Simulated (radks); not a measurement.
Removal energies from the niobium ion Nb10+, [Ar] 3d10 4s2 4p1, by Delta-SCF beside the eigenvalue of the level emptied. Method: scalar-relativistic Kohn-Sham, LDA (Slater exchange, Perdew-Wang correlation), spin-polarised, spherical densities, finite nucleus; Fermi nuclear charge, rms radius of each element as measured or else 0.836 A^(1/3) + 0.57 fm; computed with a radial shooting solver on a logarithmic mesh with Libxc functionals. Open shells are filled with parallel spins first.

removed from,final configuration,Delta-SCF (eV),-eigenvalue (eV)
4p,[Ar] 3d10 4s2,199.45,189.76
4s,[Ar] 3d10 4s1 4p1,225.66,215.89
3d,[Ar] 3d9 4s2 4p1,400.00,377.46
3p,[Ne] 3s2 3p5 3d10 4s2 4p1,548.90,527.22
